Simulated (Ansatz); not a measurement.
`O=C1C[SiH]1[SiH2]O` → `O=C1C[SiH]1O` + `[SiH2]`  (silylene formation by 1,1-elimination)

Computed with Ansatz on PBE0-D4/def2-TZVP structures; ΔE is electronic, products minus reactants. CCSD(T)/CBS is the MP2 limit (def2-TZVPP, def2-QZVPP) plus CCSD(T) − MP2 in def2-TZVPP, frozen cores. This one scheme is used for every species. Functionals use def2-TZVPP. B3LYP here is the variant with VWN-RPA as its local correlation; programs differ in this. Each species was taken in one conformer, which may not be the lowest.

CCSD(T)/CBS gives +238.8 kJ/mol.

Question: Another level gave +233.6 kJ/mol. Which?
A. r2SCAN-D4/def2-TZVPP
B. B3LYP/def2-TZVPP
C. ωB97M-V/def2-TZVPP
D. SCS-MP2/def2-TZVPP

Answer: D. SCS-MP2/def2-TZVPP 233.6, B3LYP 222.1, ωB97M-V 228.0, r2SCAN-D4 259.5 kJ/mol.

Largest T1 diagnostic among the species: 0.017.

From PBE to PBE0 (25 % exact exchange), in def2-TZVPP and without D4, ΔE moves by +6.1 kJ/mol. The D4 term adds +12.4 kJ/mol with B3LYP and +6.9 kJ/mol with PBE0; it sums over pairs of atoms, weighted by their polarisabilities, and B3LYP, whose exchange is more repulsive, gets the larger term. In def2-TZVPP, CCSD(T) changes the Hartree–Fock value by +19.0 kJ/mol (the triples alone add +5.7 kJ/mol) and MP2 by +31.9 kJ/mol.
